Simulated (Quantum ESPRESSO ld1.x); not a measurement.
Results of a calculation; reference values are marked as such.
The table gives one normalised radial function P(r) = r R(r) (large component) of Sb2+ in [Kr] 4d10 5s2 5p1 (r in bohr). Code: ld1.x of Quantum ESPRESSO 7.5. Model: Dirac Kohn-Sham, LDA (Slater exchange, Perdew-Wang correlation), spin-unpolarised, spherical densities, point nucleus; open shells fill j = l - 1/2 first.

r,P
0.003089,0.0124
0.00412,0.0189
0.005496,0.0291
0.007271,0.0445
0.009698,0.0686
0.01293,0.1049
0.01725,0.1574
0.02301,0.2285
0.03045,0.3132
0.04061,0.4028
0.05416,0.4625
0.07224,0.4377
0.09558,0.2748
0.1275,-0.0546
0.17,-0.4570
0.2268,-0.6998
0.3025,-0.5212
0.4002,0.0969
0.5338,0.8613
0.7119,1.2545
0.9495,1.0789
1.256,0.6266
1.676,0.2380
2.235,0.0562
2.981,0.0073
3.976,0.0004
5.26,0.0000
7.016,0.0000

Which n and l does it have? It may be an empty orbital.

Answer. n = 4, l = 1: the number of nodes gives n - l - 1 = 2, the rise at small r points to l (for j = l - 1/2 the large component starts as r^gamma with gamma = sqrt(l^2 - (Z/c)^2) = 0.93 and the r^(l+1) term takes over further out; the orbital of l - 1 with the same j starts with the same power, but with a larger coefficient, and does not steepen), and the extent must fit the shell. The curve is that of 4p1/2; the two j differ most near the nucleus, where j = l - 1/2 has the larger amplitude, and in heavy atoms j = l - 1/2 is also the more compact. 4p1/2: eigenvalue -125.89 eV, 2 radial nodes at r = 0.122, 0.386 bohr, <r> = 0.832 bohr, 90 % of the charge inside 1.22 bohr.
